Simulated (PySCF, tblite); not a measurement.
Isomers of C7H11PS. Computed with GFN2-xTB (tblite): harmonic, unscaled wavenumbers at the GFN2-xTB geometry, gas phase. The method is semi-empirical: single wavenumbers can be off by several per cent or more. One conformer each.

Electronic energies: PBE0-D3(BJ)/def2-SVP at its own geometries (PySCF, gas phase).

| SMILES | electronic energy, lowest = 0 (kcal/mol) |
| --- | --- |
| CC(C)(C)c1pccs1 | 1.7 |
| Cc1pcc(C(C)C)s1 | 0.0 |
| CC[P@@]1(=S)C=CC(C)=C1 | 2.1 |

Task: How do GFN2-xTB zero-point energies change the relative energies?

Result: 
| SMILES | ZPE (kcal/mol) | of it from modes above 1550 cm⁻¹ | electronic (kcal/mol) | with ZPE, lowest = 0 (kcal/mol) | lowest mode (cm⁻¹) | rings |
| --- | --- | --- | --- | --- | --- | --- |
| Cc1pcc(C(C)C)s1 | 100.7 | 47.5 | 0.0 | 0.0 | 20 | 1 |
| CC(C)(C)c1pccs1 | 100.8 | 47.8 | 1.7 | 1.8 | 26 | 1 |
| CC[P@@]1(=S)C=CC(C)=C1 | 99.4 | 50.0 | 2.1 | 0.7 | 59 | 1 |

The zero-point energies span 1.4 kcal/mol, from `CC[P@@]1(=S)C=CC(C)=C1` to `CC(C)(C)c1pccs1`. The lowest isomer stays, but the order above it changes.

Task: And how do the electronic energies of GFN2-xTB itself compare?

Result: `Cc1pcc(C(C)C)s1` 5.2; `CC(C)(C)c1pccs1` 5.1; `CC[P@@]1(=S)C=CC(C)=C1` 0.0 kcal/mol, lowest = 0. Against the energies above, taken from the same isomer `Cc1pcc(C(C)C)s1`, the largest difference is 7.3 kcal/mol. The two levels were optimised apart and needn't hold the same conformer.
